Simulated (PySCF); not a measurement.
Cl2FGa, singlet, at a GFN2-xTB geometry (such geometries of metal compounds can be far from the true shape). Base run: M062X/6-31G (PySCF).

PySCF was given this input:
```python
from pyscf import gto, scf, dft, solvent

mol = gto.M(
    atom='''
Ga    0.17122245   -0.03872298   -0.01887444
F     1.88590453   -0.42650859   -0.20788970
Cl   -0.64448431   -0.64260975    1.79302291
Cl   -0.66616491    0.93902091   -1.64854557
''',
    basis='6-31g',
    verbose=4,
)

mf = dft.RKS(mol)
mf.xc = 'm062x'
mf.kernel()
```

The base run was repeated with changes; each row names its change, and settings that it needs were set with it.

```csv
change,ΔE vs base (kcal/mol),dipole (D),HOMO-LUMO gap (eV)
base,0.000,1.30,9.72
model = IEF-PCM; solvent = water; lebedev_order = 41,-10.43,1.39,9.91
model = IEF-PCM; solvent = toluene,-4.73,1.35,9.80
model = IEF-PCM; solvent = methanol,-10.08,1.39,9.90
model = IEF-PCM; solvent = water; lebedev_order = 11,-10.40,1.39,9.90
model = C-PCM; solvent = water,-10.48,1.39,9.91
model = IEF-PCM; solvent = water; vdw_scale = 1.1,-15.85,1.37,9.99
model = IEF-PCM; solvent = water,-10.39,1.39,9.91
model = IEF-PCM; solvent = chloroform,-7.27,1.37,9.85
model = ddCOSMO; solvent = water,-7.85,1.40,9.86
model = IEF-PCM; solvent = dichloromethane,-8.74,1.38,9.88
model = SS(V)PE; solvent = water,-10.30,1.39,9.91
```

The base is the gas phase, so ΔE is the electrostatic part of solvation at a fixed geometry, without cavity and dispersion terms.
